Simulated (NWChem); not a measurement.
C₄H₄N₂; SMILES C(CCC#N)#N

```xyz
10

N     -0.1944     2.9832     0.0000
C      0.1708     1.8820     0.0000
C      0.6068     0.4829     0.0000
C     -0.6068    -0.4829     0.0000
C     -0.1708    -1.8820     0.0000
N      0.1944    -2.9832     0.0000
H      1.2312     0.3019    -0.8816
H      1.2312     0.3019     0.8816
H     -1.2312    -0.3019     0.8816
H     -1.2312    -0.3019    -0.8816
```
Atoms are numbered in this order, from 1.

Computed with NWChem. Structure relaxed at the B3LYP/6-31G* (spherical d) level.

Problem. Predict the results for PW6B95/def2-TZVP. Quantities: highest occupied level (eV); orbital gap (eV).

Solution. 
```json
{
  "highest occupied level (eV)": "-9.89",
  "orbital gap (eV)": "9.75"
}
```
